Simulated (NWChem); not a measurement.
System: C5H5 cation

Output (shortened):

```
             Northwest Computational Chemistry Package (NWChem) 7.3.0
             --------------------------------------------------------

                             Geometry "geometry" -> ""
                             -------------------------

 Output coordinates in angstroms (scale by  1.889725989 to convert to a.u.)

  No.       Tag          Charge          X              Y              Z
 ---- ---------------- ---------- -------------- -------------- --------------
    1 C                    6.0000    -0.94331300    -0.15338000     0.37693100
    2 C                    6.0000    -0.41103200    -1.26807100    -0.08709100
    3 C                    6.0000     0.93132500    -0.67720100    -0.06477500
    4 C                    6.0000     0.87088900     0.70132500    -0.07329900
    5 C                    6.0000    -0.54530500     1.19828800    -0.02637200
    6 H                    1.0000    -0.75040700    -2.28908000    -0.26889200
    7 H                    1.0000     1.82874900    -1.26001300     0.17088700
    8 H                    1.0000     1.70526300     1.34127600     0.23356500
    9 H                    1.0000    -1.01091200     1.45408900    -0.99398500
   10 H                    1.0000    -0.67387900     2.02072200     0.69313600

 Effective nuclear repulsion energy (a.u.)     149.8694389181

                              NWChem Property Module
                              ----------------------

  itol2e modified to match energy
  convergence criterion.

                                 NWChem DFT Module
                                 -----------------

 Summary of "ao basis" -> "ao basis" (spherical)
 ------------------------------------------------------------------------------
       Tag                 Description            Shells   Functions and Types
 ---------------- ------------------------------  ------  ---------------------
 C                          pcsseg-1                 7       17   3s3p1d
 H                          pcsseg-1                 3        5   2s1p

  itol2e modified to match energy
  convergence criterion.

[...]

          -----------------------------------------
          Chemical Shielding Tensors (GIAO, in ppm)
          -----------------------------------------

                                NWChem CPHF Module
                                ------------------

  scftype          =     RHF
  nclosed          =       17
  nopen            =        0
  variables        =     1581
  # of vectors     =        3
  tolerance        = 0.10D-03
  level shift      = 0.00D+00
  max iterations   =       50
  max subspace     =       30

 SCF residual:    3.7054424118439229E-005

Iterative solution of linear equations
  No. of variables     1581
  No. of equations        3
  Maximum subspace       30
        Iterations       50
       Convergence  1.0D-04

   iter   nsub   residual    time
   ----  ------  --------  ---------
     1      3    3.14D-05      83.4

      Atom:    1  C
        Diamagnetic
    253.2930     -0.3753     -1.4720
     -0.3753    265.8257      3.2271
     -1.4720      3.2271    236.1785

        Paramagnetic
   -255.1713     -4.4315     42.2297
     -4.4315   -374.4946    133.0303
     42.2297    133.0303   -315.5706

        Total Shielding Tensor
     -1.8783     -4.8069     40.7577
     -4.8069   -108.6690    136.2574
     40.7577    136.2574    -79.3922

           isotropic =     -63.3131
          anisotropy =    -257.8125

          Principal Components and Axis System
                 1           2           3
             -235.1881     56.3820    -11.1333

      1         0.1324      0.4419      0.8873
      2         0.7287      0.5634     -0.3893
      3        -0.6719      0.6981     -0.2474

      Atom:    2  C
        Diamagnetic
    262.5114     -0.2992     -2.0213
     -0.2992    256.1658      7.4714
     -2.0213      7.4714    240.8189

        Paramagnetic
   -298.0345    -35.8837    -14.5816
    -35.8837   -180.5107    -42.0516
    -14.5816    -42.0516   -104.9142

        Total Shielding Tensor
    -35.5231    -36.1829    -16.6029
    -36.1829     75.6551    -34.5802
    -16.6029    -34.5802    135.9047

           isotropic =      58.6789
          anisotropy =     139.4441

          Principal Components and Axis System
                 1           2           3
              151.6416     74.3434    -49.9483

      1        -0.0007     -0.3407      0.9402
      2        -0.4139      0.8560      0.3098
      3         0.9103      0.3889      0.1416

      Atom:    3  C
        Diamagnetic
    257.7285      5.6589     -0.3823
      5.6589    260.2822      1.7132
     -0.3823      1.7132    236.6828

        Paramagnetic
   -305.0860    -19.7059      1.0561
    -19.7059   -224.8852    -65.9410
      1.0561    -65.9410    -47.3854

        Total Shielding Tensor
    -47.3575    -14.0470      0.6738
    -14.0470     35.3970    -64.2278
      0.6738    -64.2278    189.2974

           isotropic =      59.1123
          anisotropy =     230.3710

          Principal Components and Axis System
                 1           2           3
              212.6929    -50.1727     14.8166

      1         0.0209      0.9788     -0.2038
      2        -0.3420      0.1986      0.9185
      3         0.9395      0.0505      0.3389

      Atom:    4  C
        Diamagnetic
    257.2141     -4.9203     -1.7266
     -4.9203    261.3780     -0.4376
     -1.7266     -0.4376    237.2764

        Paramagnetic
   -307.6195     -0.4053    -25.0106
     -0.4053   -234.1688     71.5071
    -25.0106     71.5071    -71.5738

[...]
```

Level: KT2/pcSseg-1, GIAO. Structure relaxed at the PBE0/def2-SVP level. The printed shielding anisotropy is the first printed principal value minus the mean of the other two.

**Question.** Reconstruct the input file.

**Answer.** Several could match; the one computed here: the input that was run:
```
start job
memory heap 200 mb stack 900 mb global 1100 mb
charge 1
geometry units angstroms noautosym nocenter noautoz
  C     -0.943313    -0.153380     0.376931
  C     -0.411032    -1.268071    -0.087091
  C      0.931325    -0.677201    -0.064775
  C      0.870889     0.701325    -0.073299
  C     -0.545305     1.198288    -0.026372
  H     -0.750407    -2.289080    -0.268892
  H      1.828749    -1.260013     0.170887
  H      1.705263     1.341276     0.233565
  H     -1.010912     1.454089    -0.993985
  H     -0.673879     2.020722     0.693136
end
basis spherical
  * library pcsseg-1
end
dft
  xc kt2
  iterations 150
end
property
  shielding
end
task dft property
```
